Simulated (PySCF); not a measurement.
Polarisability and C₆ of P (phosphorus, neutral)

[Ne] 3s1 3p3 4s1, high-spin 6S determinant (an excited configuration). Computed with PySCF 2.14 in aug-cc-pwCVQZ, with no relativity, point nucleus. Coupled (time-dependent) response in atomic units; α is the mean over directions.

| method | mean α (bohr³) | C₆ (like pair) | S(−4) |
| --- | --- | --- | --- |
| PBE0 | 500.3 | 7899 | 304300 |

S(−4) is the Cauchy moment in α(ω) = α(0) + S(−4) ω² + …

α(iu) at PBE0:

```tsv
u (hartree)	α(iu) (bohr³)
0	500.3
0.0500	203.2
0.100	79.93
0.200	30.04
0.300	18.06
0.500	9.579
0.750	5.450
1.00	3.503
1.50	1.805
2.00	1.115
3.00	0.5711
5.00	0.2549
```

A single London oscillator, α(iu) = α/(1 + u²/ω²), gives C₆ = (3/4) ω α². Matching the computed C₆ needs ω = 4 × 7899 / (3 × 500.3²) = 0.0421 hartree.

The outer electron is Rydberg-like, and this basis confines it to a smaller radius and binds it less than a complete one would.
